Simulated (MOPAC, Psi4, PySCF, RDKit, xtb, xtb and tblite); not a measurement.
Two geometries of C₆H₉BO₃, SMILES OB(CCc1occc1)O, relaxed at GFN2-xTB with one dihedral held; other torsions can differ between them too.

Structure A

```
19

O      1.7112     1.4558    -0.4876
B      2.0294     0.2054    -0.8981
O      3.0621     0.0658    -1.7597
C      1.2894    -1.1439    -0.4329
C      0.3480    -1.0222     0.7811
C     -0.8712    -0.2229     0.4724
C     -2.0557    -0.5650    -0.1074
C     -2.8303     0.6212    -0.1743
C     -2.0627     1.5997     0.3679
O     -0.8734     1.1016     0.7647
H      0.9759     1.5346     0.1234
H      3.4686     0.8961    -2.0120
H      2.0502    -1.8909    -0.2036
H      0.7209    -1.5451    -1.2741
H      0.0342    -2.0204     1.0933
H      0.8797    -0.5532     1.6118
H     -2.3454    -1.5397    -0.4422
H     -3.8198     0.7225    -0.5703
H     -2.2319     2.6454     0.5296
```

Structure B

```
19

O      2.3242     1.5727    -0.7650
B      2.0281     0.2309    -0.7045
O      0.8115    -0.2102    -0.3305
C      3.0774    -0.8554    -1.2441
C      4.4434    -0.7104    -0.5457
C      4.2929    -0.8552     0.9287
C      4.6509    -1.8506     1.7876
C      4.1959    -1.4577     3.0721
C      3.5911    -0.2553     2.8987
O      3.6448     0.1214     1.6054
H      2.4644     2.0440     0.0496
H      0.1796     0.4569    -0.0564
H      3.2285    -0.7276    -2.3165
H      2.6972    -1.8641    -1.0861
H      5.1402    -1.4689    -0.9042
H      4.8482     0.2783    -0.7731
H      5.1760    -2.7505     1.5408
H      4.3059    -1.9991     3.9893
H      3.1089     0.4128     3.5846
```

### Question
Which is lower in energy at the level Psi4 with PBE0-D3(BJ)/def2-SVP // GFN2-xTB, and by how much?

### Answer
A is lower, by 41.72 kJ/mol (dihedral H11–O1–B2–O3: 180° in A, 75° in B).

E(B) − E(A) in kJ/mol at the other levels, on the same two geometries: GFN2-xTB (xtb and tblite) 39.93; PBE0/def2-SVP // GFN2-xTB (Psi4) 41.83; PBE/def2-SVP // GFN2-xTB (Psi4) 42.36; PBE-D3(BJ)/def2-SVP // GFN2-xTB (Psi4) 42.40; UFF // GFN2-xTB (RDKit) -85.08; AM1, restricted, heats of formation // GFN2-xTB (MOPAC) 48.55; PM7, restricted, heats of formation // GFN2-xTB (MOPAC) 27.48; GFN1-xTB // GFN2-xTB (xtb) 32.08; restricted B3LYP/6-31G*, spherical d, density fitting // GFN2-xTB (PySCF) 44.92; restricted Hartree-Fock/STO-3G // GFN2-xTB (PySCF) 57.02; restricted B3LYP/3-21G, density fitting // GFN2-xTB (PySCF) 44.08; restricted BP86/6-31G*, spherical d, density fitting // GFN2-xTB (PySCF) 46.18.
